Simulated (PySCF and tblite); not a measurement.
The numbers below are computed, except where a source is named.
C₅H₄FNS, numbered as in [CH2:1]=[C:2]([F:3])[c:4]1[cH:5][n:6][cH:7][s:8]1.

First level. Conformers came from 60 starts (ETKDG and KDG, MMFF94s, GFN2-xTB); geometries are GFN2-xTB. Weights use PBE0-D3(BJ)/def2-SVP (IEF-PCM, water) energies plus GFN2-xTB zero-point and thermal terms (modes under about 200 cm⁻¹ blended into free rotors). Symmetry numbers and mirror images are counted. Conformers within 2.5 kcal/mol (GFN2-xTB free energy) were kept, 10 at most. GIAO shieldings: mPW1PW91/pcSseg-1 (IEF-PCM, water). Shifts are against TMS (¹H), TMS (¹³C) at the same level; of two unlike H on one atom, a is the less shielded. Run with PySCF (density fitting) and tblite.

It gives, at 298.15 K, with 2 conformers (largest weight 79 %): ¹H: 8.61 (H7, 1H), 8.15 (H5, 1H), 5.68 (H1a, 1H), 5.46 (H1b, 1H) ppm. ¹³C: 168.3 (C2), 162.9 (C7), 145.2 (C5), 142.6 (C4), 101.7 (C1) ppm.

Second level: GFN2-xTB geometries, energies OLYP-D3(BJ)/pcSseg-1 (IEF-PCM, cyclohexane), level shift 0.2, shieldings OLYP/pcSseg-1 (IEF-PCM, cyclohexane), level shift 0.2, on up to 4 of the same conformers.

Q: How do the averaged shifts change?

A: 
```csv
signal,first,second,change (ppm)
H1a,5.68,5.24,-0.44
H1b,5.46,5.05,-0.41
H5,8.15,7.98,-0.17
H7,8.61,8.17,-0.44
C1,101.7,92.3,-9.4
C2,168.3,162.2,-6.0
C4,142.6,136.3,-6.3
C5,145.2,136.7,-8.5
C7,162.9,147.5,-15.4
```

The largest weight becomes 77 %.

Shifts are unscaled: against experiment ¹³C can be off by 15 ppm or more and ¹H by 0.8 ppm.
